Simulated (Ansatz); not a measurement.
Geometry optimisation, Ansatz, RKS PBE/def2-SVP.

input.yaml

```yaml
crystal:
  periodic: [false, false, false]
  atoms:
    - { symbol: "N", position_ang: [-0.3201, 1.808, 0.1094] }
    - { symbol: B, position_ang: [0.1577, 0.7516, -0.8147] }
    - { symbol: C, position_ang: [-0.0668, -0.7819, -0.4546] }
    - { symbol: "N", position_ang: [0.3911, -1.60816, -1.64667] }
    - { symbol: H, position_ang: [-1.3839, 1.6619, 0.2296] }
    - { symbol: H, position_ang: [0.1053, 1.7663, 1.0213] }
    - { symbol: H, position_ang: [0.7021, 1.0483, -1.8329] }
    - { symbol: H, position_ang: [-1.17849, -0.94225, -0.39357] }
    - { symbol: H, position_ang: [0.48394, -1.05203, 0.43556] }
    - { symbol: H, position_ang: [1.48762, -1.64666, -1.54529] }
    - { symbol: H, position_ang: [0.12958, -2.60977, -1.40198] }
basis:
  gaussian: { orbitals: def2-SVP }
hamiltonian:
  xc: pbe
relax:
  f_tol: 0.015
  max_steps: 40
```

Command:

```bash
$ ansatz run input.yaml --threads 1 --pin off --max-ram 2048MiB --backend cpu --events-out ev --progress --plain --runs-dir out
```

Q: Where does it end, and by what steps?

A: It converged. After 17 steps the energy has fallen by 1.723 eV; H6 moved furthest, 1.31 Å.

```tsv
step	energy less start (eV)	largest force component (eV/Å)	accepted
0	0.0000	2.963	yes
1	-0.3633	1.329	yes
2	-0.5970	1.152	yes
3	-0.8484	1.591	yes
4	-1.1256	1.575	yes
5	-1.3923	1.652	yes
6	-1.5471	0.799	yes
7	-1.6719	0.499	yes
8	-1.6671	0.781	no
9	-1.7105	0.366	yes
10	-1.7129	0.204	yes
11	-1.7208	0.075	yes
12	-1.7217	0.063	yes
13	-1.7224	0.024	yes
14	-1.7230	0.032	yes
15	-1.7231	0.018	yes
16	-1.7231	0.030	no
17	-1.7232	0.003	yes
```

```xyz
11
Properties=species:S:1:pos:R:3
N -0.456 1.632 0.074
B 0.327 0.627 -0.505
C -0.061 -0.910 -0.433
N 0.200 -1.601 -1.702
H -1.350 1.453 0.535
H -0.192 2.617 0.069
H 1.371 0.968 -1.045
H -1.138 -1.029 -0.170
H 0.497 -1.326 0.455
H 1.170 -1.417 -1.992
H 0.139 -2.620 -1.580
```

Time of the run: 57 s on 1 thread of Intel(R) Xeon(R) Platinum 8259CL CPU @ 2.50GHz (Skylake/Cascade Lake), with other jobs on the host, peak memory 0.14 GiB.
